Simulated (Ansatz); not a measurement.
Input file for C₂H₉GeN, SMILES `NC[CH2][GeH3]`:

```yaml
crystal:
  periodic: [false, false, false]
  atoms:
    - {symbol: N, position_ang: [-0.807528, 1.989176, -0.528406]}
    - {symbol: C, position_ang: [-0.642447, 0.542689, -0.503767]}
    - {symbol: C, position_ang: [0.518930, 0.154797, 0.391915]}
    - {symbol: Ge, position_ang: [0.878694, -1.770727, 0.403990]}
    - {symbol: H, position_ang: [-1.566841, 2.253233, -1.144359]}
    - {symbol: H, position_ang: [-1.045714, 2.329588, 0.395805]}
    - {symbol: H, position_ang: [-0.438039, 0.216755, -1.529076]}
    - {symbol: H, position_ang: [-1.546921, 0.002182, -0.180247]}
    - {symbol: H, position_ang: [1.423032, 0.678632, 0.070415]}
    - {symbol: H, position_ang: [0.322323, 0.462489, 1.424570]}
    - {symbol: H, position_ang: [2.084361, -2.085923, 1.306280]}
    - {symbol: H, position_ang: [-0.344432, -2.545169, 0.931053]}
    - {symbol: H, position_ang: [1.184881, -2.262519, -1.023171]}
basis:
  gaussian: {orbitals: def2-TZVPP}
correlation: {method: ccsd_t}
```

```sh
$ ansatz run in.yaml --threads 4 --pin off --events-out ev --progress --plain --max-ram 10444MiB
```

Log, shortened:

```
Functional definition: HF
1571 factors; integrals over basis functions are off by at most 9.1e-4 eV
mean field evaluation 1: about -60155.8106 eV, gradient 3.8e1 eV
mean field evaluation 2: about -60155.9758 eV, gradient 3.8e1 eV
mean field evaluation 4: about -60159.6833 eV, gradient 3.9e0 eV
mean field evaluation 8: about -60159.7378 eV, gradient 2.6e-1 eV
mean field -60159.73800734 eV, -2210.8295940349 hartree, gradient 1.7e-6 eV, S^2 0.000000; 0 other end points of the search recorded, 0 dependent functions left out
12 core orbitals not correlated: weight in the atoms' cores, before any rotation towards them, 1.000 or more for the frozen orbitals, at most 0.000 for the correlated occupied ones
reference -60159.73800734 eV, -2210.8295940349 hartree; 18, 18 occupied and 237, 237 virtual orbitals, 1571 factors
second order -22.80365838 eV of doubles, -0.00000000 eV of singles
cycle   1  -23.22722126 eV  change   -4.2e-1 eV  update   1.0e-1
cycle   2  -23.87658103 eV  change   -6.5e-1 eV  update   2.9e-2
cycle   3  -23.95852843 eV  change   -8.2e-2 eV  update   1.2e-2
cycle   4  -23.95299578 eV  change    5.5e-3 eV  update   2.8e-3
cycle   5  -23.95297259 eV  change    2.3e-5 eV  update   1.1e-3
cycle   6  -23.95281225 eV  change    1.6e-4 eV  update   3.1e-4
cycle   7  -23.95269737 eV  change    1.1e-4 eV  update   1.2e-4
cycle   8  -23.95268430 eV  change    1.3e-5 eV  update   4.3e-5
perturbative correction -0.88662813 eV, -0.0325829829 hartree
Total energy: -60184.57731978 eV, -2211.7424219302 hartree
```

It took 3.4 min on 4 threads of an Arm Neoverse V2 on a shared host, with 7 GiB of host memory at the peak.

The correlation energy is -24.839 eV, 3.6 % of it from (T); the T1 diagnostic reads 0.0102.
